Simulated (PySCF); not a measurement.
This PySCF input asks for the NMR shieldings of SMILES C=CCC(C)(C)BC#CC, C₉H₁₅B; the geometry comes from GFN2-xTB.

```python
import basis_set_exchange as bse
import numpy as np
from pyscf import gto, dft
from pyscf.prop import nmr

atoms = """
C    -1.501550    2.123772    0.845472
C    -1.822830    0.853349    1.003668
C    -0.830439   -0.250357    1.182216
C    -0.619327   -1.067076   -0.118493
C    -1.928188   -1.766445   -0.502499
C     0.436431   -2.146350    0.179705
B    -0.064599   -0.105512   -1.272371
C     1.203970    0.649672   -1.035004
C     2.233491    1.250538   -0.827064
C     3.462349    1.967060   -0.576916
H    -2.246142    2.889808    0.707102
H    -0.474379    2.449954    0.842542
H    -2.864042    0.558223    0.998137
H     0.128717    0.172740    1.486527
H    -1.177769   -0.926834    1.969218
H    -2.688518   -1.042216   -0.783953
H    -1.765690   -2.429330   -1.349930
H    -2.308491   -2.363059    0.326898
H     1.367591   -1.691505    0.510173
H     0.642559   -2.734027   -0.712904
H     0.082027   -2.820572    0.958888
H    -0.612296   -0.008549   -2.304365
H     4.195426    1.301151   -0.120280
H     3.270174    2.793619    0.108100
H     3.870588    2.366090   -1.505732
"""
names = dict.fromkeys(["C", "B", "H"], "pcSseg-1")
basis = {el: gto.basis.parse(bse.get_basis(n, elements=[el], fmt="nwchem")) for el, n in names.items()}
mol = gto.M(atom=atoms, basis=basis, charge=0, verbose=0)
mf = dft.RKS(mol, xc="PBE0")
mf.grids.level = 2
mf.grids.alignment = dft.numint.BLKSIZE   # the property module wants whole blocks of grid points
mf.conv_tol = 1e-9
mf.kernel()

calc = nmr.RKS(mf)   # GIAO
C = mf.mo_coeff
Co = C[:, mf.mo_occ > 0]
resp = mf.gen_response(singlet=True, hermi=2)
def vind(x):   # induced exchange potential for any number of trial vectors
    d = np.einsum("pi,xij,qj->xpq", C, 2 * x.reshape(-1, C.shape[1], Co.shape[1]), Co, optimize=True)
    return np.einsum("xpq,pi,qj->xij", resp(d - d.transpose(0, 2, 1)), C, Co, optimize=True).ravel()
mo1, _ = nmr.rhf.solve_mo1(calc, with_cphf=vind)
sigma = calc.kernel(mo1)
for i, s in enumerate(sigma):   # ppm
    print("%2d %-2s %9.2f" % (i, mol.atom_pure_symbol(i), np.trace(s) / 3))
```

Q: What does it print?

A: 
```
 0 C      64.25
 1 C      39.21
 2 C     135.17
 3 C     147.95
 4 C     158.12
 5 C     158.02
 6 B      26.33
 7 C      88.03
 8 C      38.78
 9 C     178.87
10 H      26.57
11 H      26.30
12 H      25.28
13 H      28.72
14 H      29.96
15 H      29.73
16 H      30.35
17 H      31.03
18 H      30.37
19 H      30.99
20 H      30.95
21 H      24.99
22 H      29.23
23 H      29.23
24 H      29.20
```

These numbers come from an equivalent density-fitted implementation of the same equations, which agrees with the script to about 0.01 ppm for H and up to a few tenths of a ppm for heavy atoms, so last digits may differ.

Size and cost of the density-fitted run: 245 basis functions, 110 s wall time on 1 thread of an Arm Neoverse N1, shared host; peak memory 1.1 GiB.
